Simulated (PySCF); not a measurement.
# Telling isomers of C$_{7}$H$_{8}$O$_{2}$ apart by NMR

How the numbers were obtained: geometry from GFN2-xTB, PBE0/pcSseg-1 with gauge-including orbitals, in PySCF (non-relativistic Hamiltonian, rapidly exchanging positions averaged, one computed conformer, gas phase).

Referencing at the same level of theory: ¹H (σref 31.72), ¹³C (σref 186.93) against TMS. Where no couplings were computed, multiplicities follow the n + 1 count of equivalent neighbours, and m marks all less simple cases (inequivalent or close neighbours, rings, F or P nearby). Shifts are as computed. Against solution values, carbons near 30 ppm lie about +3 ppm off and those near 130 ppm about +5 ppm. Of 1211 compounds with measured shifts, 218 miss one by over three times the rms of a fit or turn the order of signals round; such compounds aren't used in these exercises.

(1) Tabulate the signals of `C=C1C[C@H](OC=O)C1=C`, `O=C1C=C[C@H](C2CC2)O1` and their relative energies.

(2) What is the quickest way to tell C=C1C[C@H](OC=O)C1=C from O=C1C=C[C@H](C2CC2)O1?

## Answers

(1) 
| SMILES | carbon types | δC | δH | E rel. (kcal/mol) |
| --- | --- | --- | --- | --- |
| C=C1C[C@H](OC=O)C1=C | 2×C 2×CH 3×CH2 | 165.9, 157.1, 149.7, 116.9, 113.4, 70.0, 37.8 | 8.18 (s, 1H), 6.01 (m, 1H), 5.87 (br s, 1H), 5.82 (br s, 1H), 5.64 (br s, 1H), 5.33 (br s, 1H), 3.07 (m, 1H), 3.01 (m, 1H) | 23.9 |
| O=C1C=C[C@H](C2CC2)O1 | 1×C 4×CH 2×CH2 | 175.6, 163.5, 131.3, 91.2, 18.1, 7.0, 2.4 | 7.57 (m, 1H), 6.20 (d, 1H), 3.94 (m, 1H), 0.81 (m, 1H), 0.59 (m, 1H), 0.58 (m, 1H), 0.58 (m, 1H), 0.22 (m, 1H) | 0.0 |

Energies are electronic energies at PBE0/pcSseg-1 on these geometries, without zero-point or thermal terms, each for the one conformer computed, which needn't be the lowest.

(2) Both give the same number of carbon signals, but DEPT or the intensities differ. The first has a terminal =CH2 carbon at 116.9 ppm, the second a three-membered-ring carbon (CH) at 18.1 ppm. Their most deshielded carbons lie at 165.9 and 175.6 ppm. In the proton spectra the most deshielded non-exchanging signals are 8.18 (s, 1H) and 7.57 (m, 1H).
